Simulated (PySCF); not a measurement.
A calculated (LDA, PySCF 2.14, aug-cc-pVQZ, no relativity, point nucleus) atom or ion has these occupied shells.

```csv
shell,electrons,orbital energy (eV),"rms radius, mean of both spins (bohr)"
1s β,1,-6384.3,0.0713
1s α,1,-6384.3,0.0713
2s α,1,-757.50,0.307
2s β,1,-755.44,0.307
2p α,3,-653.89,0.275
2p β,3,-652.31,0.275
3s α,1,-110.05,0.919
3s β,1,-105.77,0.919
3p α,3,-80.265,0.973
3p β,3,-76.105,0.973
3d α,4,-32.127,1.18
4s β,1,-21.633,2.69
```

Task: Name the element and its charge.

Result: Mn²⁺ (manganese, charge +2), in [Ar] 3d4 4s1, 4s spin antiparallel (an excited configuration).
